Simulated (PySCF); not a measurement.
Run record: core-ionisation job, `[CH3][GeH3]`.

Method: delta-SCF UKS SCAN, pcX-2 on the ionised atom, pcseg-1 elsewhere, spin-free X2C (PySCF 2.14.0). Geometry: GFN2-xTB. The input is one job of a driver script: a line of settings, then coordinates in Å.

Input:
```
{"job": {"kind": "xps"}, "charge": 0, "multiplicity": 1}
C     -1.035733    -0.060560     0.033821
Ge     0.918074     0.056066    -0.035387
H     -1.465379     0.081052    -0.955003
H     -1.444500     0.701195     0.693350
H     -1.350925    -1.032937     0.404522
H      1.525846    -0.140368     1.315372
H      1.493885    -0.983199    -0.941323
H      1.367791     1.388163    -0.539917
```

Output:
```
ground state, core basis on atom 0 (C), 102 functions
  cycle   1  E = -2135.62833365  |g| = 3.87e-01
  cycle   2  E = -2135.59050685  |g| = 5.31e-01
  cycle   3  E = -2135.66535117  |g| = 4.26e-02
  cycle   4  E = -2135.66593240  |g| = 1.07e-02
  cycle   5  E = -2135.66596536  |g| = 3.40e-03
  cycle   6  E = -2135.66596897  |g| = 1.18e-03
  cycle   7  E = -2135.66596996  |g| = 8.08e-05
  E(ground) = -2135.79733137 Eh
hole in C 1s of atom 0
  cycle   1  E = -2124.42770536  |g| = 1.50e+00
  cycle   2  E = -2123.88520509  |g| = 1.72e+00
  cycle   3  E = -2124.96192735  |g| = 2.92e-01
  cycle   4  E = -2124.99526962  |g| = 5.14e-02
  cycle   5  E = -2124.99621850  |g| = 1.06e-02
  cycle   6  E = -2124.99627278  |g| = 5.22e-03
  cycle   7  E = -2124.99629134  |g| = 1.35e-03
  cycle   8  E = -2124.99629188  |g| = 5.56e-04
  cycle   9  E = -2124.99628903  |g| = 7.88e-05
  E(ion) = -2125.12690260 Eh   <S^2> = 0.7676   hole on atom = 1.000   binding energy = 290.357 eV
```

Cycles run on a coarse grid; E(ground) and E(ion) are re-evaluated on a finer one, so they differ from the last cycle. The program numbers atoms from 0.

**Question.** How does the 1s binding energy of C1 follow from the two total energies?

**Answer.** E(ion) − E(ground) = -2125.12690260 − (-2135.79733137) = 10.670429 Eh, times 27.211386 eV gives 290.36 eV.

Summary of the converged run: C1s of C1 290.36 eV.

Geometry: GFN2-xTB; no solvent, vibrations or thermal averaging.

**Question.** Estimate the wall time. Hardware: one thread of an x86-64 server, on a shared host.

**Answer.** About 3.0 s.
Labels such as C1 count atoms from 1, the log's own numbers from 0.
